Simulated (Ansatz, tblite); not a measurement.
Oligo(p-phenylene), aryl ends: gap (eV) at several levels, gas phase, relaxed structures; Ansatz, xTB through tblite. The structures are stationary points that may keep the symmetry of their start.

| species | state | geometry | GFN1-xTB | GFN2-xTB | PBE-D4/def2-SVP | r2SCAN-D4/def2-SVP | PBE0-D4/def2-SVP |
| --- | --- | --- | --- | --- | --- | --- | --- |
| COc1ccc(-c2ccc(-c3ccc(-c4ccc(-c5ccc(C(F)=C(F)F)cc5)cc4)cc3)cc2)cc1 | singlet | r2SCAN-D4/def2-SVP | 2.38 | 2.15 | 2.57 | 2.77 | 4.08 |
| COc1ccc(-c2ccc(-c3ccc(-c4ccc(-c5ccc(-c6ccc(C(F)=C(F)F)cc6)cc5)cc4)cc3)cc2)cc1 | singlet | PBE-D4/def2-SVP | 2.27 | 2.04 | 2.46 | 2.65 | 3.95 |

Task: Estimate the rows for C51H35F3O (singlet, r2SCAN-D4/def2-SVP geometry).

Result: 
```
  species    state            geometry  GFN1-xTB  GFN2-xTB  PBE-D4/def2-SVP  r2SCAN-D4/def2-SVP  PBE0-D4/def2-SVP
C51H35F3O  singlet  r2SCAN-D4/def2-SVP      2.28      2.05             2.45                2.64              3.94
```

Over the 3 species that have every level, the mean is 2.31 at GFN1-xTB, 2.08 at GFN2-xTB, 2.50 at PBE-D4/def2-SVP, 2.69 at r2SCAN-D4/def2-SVP, 3.99 at PBE0-D4/def2-SVP. Orbital gaps grow with the share of exact exchange and aren't one observable across functionals.
